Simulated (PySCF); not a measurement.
**TDDFT excited states: C4H9FOSi**

Species: C4H9FOSi.
SMILES: `C1C[SiH2]C[C@@H](O1)F`

The calculation used TDDFT B3LYP/def2-SVPD, vertical, gas phase, core orbitals frozen in the response (PySCF). The structure is a single PBE0-D3(BJ)/def2-SVP conformer in the gas phase; no vibrational or solvent corrections.

| state | E (eV) | λ (nm) | f | \|μ\| (D) | main configurations (H = HOMO, L = LUMO) |
| --- | --- | --- | --- | --- | --- |
| S1 | 7.01 | 177.0 | 0.0037 | 0.37 | H→L (98%) |
| S2 | 7.34 | 169.0 | 0.0002 | 0.08 | H→L+1 (98%) |
| S3 | 7.51 | 165.0 | 0.0088 | 0.56 | H-1→L (98%) |
| S4 | 7.84 | 158.2 | 0.025 | 0.92 | H-1→L+1 (68%), H→L+2 (16%), H→L+3 (11%) |
| S5 | 7.88 | 157.4 | 0.0072 | 0.49 | H→L+2 (62%), H-1→L+1 (22%) |
| S6 | 7.97 | 155.6 | 0.039 | 1.13 | H→L+3 (46%), H-2→L (36%) |
| S7 | 8.03 | 154.4 | 0.0055 | 0.43 | H→L+3 (34%), H-2→L (31%), H→L+4 (17%) |
| S8 | 8.08 | 153.4 | 0.012 | 0.63 | H→L+4 (69%), H-2→L (24%) |
| S9 | 8.19 | 151.4 | 0.0028 | 0.30 | H→L+5 (94%) |
| S10 | 8.30 | 149.4 | 0.017 | 0.74 | H-2→L+1 (63%), H-3→L (13%), H-3→L+1 (11%) |

Triplets, Tamm–Dancoff:

```json
{"state": "T1", "E (eV)": "6.89", "λ (nm)": "179.8", "main configurations (H = HOMO, L = LUMO)": "H→L (97%)"}
{"state": "T2", "E (eV)": "7.21", "λ (nm)": "171.9", "main configurations (H = HOMO, L = LUMO)": "H→L+1 (93%)"}
{"state": "T3", "E (eV)": "7.27", "λ (nm)": "170.6", "main configurations (H = HOMO, L = LUMO)": "H-1→L (76%), H-1→L+1 (18%)"}
{"state": "T4", "E (eV)": "7.47", "λ (nm)": "165.9", "main configurations (H = HOMO, L = LUMO)": "H-1→L+1 (72%), H-1→L (17%)"}
```

The lowest singlet lies at 7.01 eV (177 nm, vacuum ultraviolet) and is very weak; its leading configuration is HOMO→LUMO (98%). The most intense listed level is S6 at 7.97 eV (156 nm, f = 0.039), 0.96 eV above S1. Löwdin shares by element: HOMO oxygen 45%, carbon 28% or more (atoms not listed hold the other 27%); LUMO silicon 20%, carbon 18% or more, hydrogen 7% or more (atoms not listed hold the other 55%). The listed states span 1.29 eV. Orbital energies (eV): HOMO-3 -9.12, HOMO-2 -8.73, HOMO-1 -8.25, HOMO -7.73, LUMO 0.18, LUMO+1 0.46, LUMO+2 0.95. The oscillator strengths of these states sum to 0.122; summed over the whole spectrum of an exact calculation they would give the number of electrons, 64 (Thomas–Reiche–Kuhn). All these states lie below the vertical ionisation energy of 9.90 eV (ΔSCF). The window holds the lowest 10 singlets.

Without π bonds the low states are Rydberg-like; a valence basis with one diffuse set may place them up to an eV too high.
